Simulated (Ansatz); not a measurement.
Consider the silylene formation by 1,1-elimination: `C[SiH2]B(O)O` → `CB(O)O` + `[SiH2]`.

Isolated molecules relaxed with PBE0-D4/def2-TZVP in Ansatz; ΔE leaves out vibrations. CCSD(T)/CBS adds triple-zeta CCSD(T) − MP2 to the extrapolated MP2 energy (def2 sets, frozen cores). This one scheme is used for every species. DFT in def2-TZVPP. B3LYP here is the variant with VWN-RPA as its local correlation; programs differ in this. Each species was taken in one conformer, which may not be the lowest.

```json
{"level": "r2SCAN-D4", "ΔE (kcal/mol)": "55.2", "difference from CCSD(T)/CBS": "5.6"}
{"level": "PBE0-D4", "ΔE (kcal/mol)": "53.7", "difference from CCSD(T)/CBS": "4.1"}
{"level": "ωB97X-V", "ΔE (kcal/mol)": "52.4", "difference from CCSD(T)/CBS": "2.8"}
{"level": "PBE", "ΔE (kcal/mol)": "51.1", "difference from CCSD(T)/CBS": "1.5"}
{"level": "r2SCAN", "ΔE (kcal/mol)": "54.7", "difference from CCSD(T)/CBS": "5.1"}
{"level": "PBE0", "ΔE (kcal/mol)": "52.0", "difference from CCSD(T)/CBS": "2.4"}
{"level": "B3LYP", "ΔE (kcal/mol)": "45.5", "difference from CCSD(T)/CBS": "-4.1"}
{"level": "HF/def2-TZVPP", "ΔE (kcal/mol)": "41.9", "difference from CCSD(T)/CBS": "-7.7"}
{"level": "SCS-MP2/def2-TZVPP", "ΔE (kcal/mol)": "48.9", "difference from CCSD(T)/CBS": "-0.7"}
{"level": "CCSD/def2-TZVPP", "ΔE (kcal/mol)": "46.3", "difference from CCSD(T)/CBS": "-3.3"}
{"level": "HF/def2-QZVPP", "ΔE (kcal/mol)": "42.0", "difference from CCSD(T)/CBS": "-7.6"}
{"level": "MP2/def2-QZVPP", "ΔE (kcal/mol)": "52.8", "difference from CCSD(T)/CBS": "3.2"}
{"level": "SCS-MP2/def2-QZVPP", "ΔE (kcal/mol)": "50.0", "difference from CCSD(T)/CBS": "0.4"}
{"level": "HF/CBS(def2)", "ΔE (kcal/mol)": "42.1", "difference from CCSD(T)/CBS": "-7.5"}
{"level": "MP2/CBS(def2)", "ΔE (kcal/mol)": "53.5", "difference from CCSD(T)/CBS": "3.9"}
{"level": "CCSD/CBS(def2)", "ΔE (kcal/mol)": "48.0", "difference from CCSD(T)/CBS": "-1.6"}
{"level": "CCSD(T)/CBS", "ΔE (kcal/mol)": "49.6", "difference from CCSD(T)/CBS": "0"}
```

Largest T1 diagnostic among the species: 0.014.

From PBE to PBE0 (25 % exact exchange), in def2-TZVPP and without D4, ΔE moves by +0.9 kcal/mol. The D4 term adds +3.0 kcal/mol with B3LYP and +1.7 kcal/mol with PBE0; it sums over pairs of atoms, weighted by their polarisabilities, and B3LYP, whose exchange is more repulsive, gets the larger term.
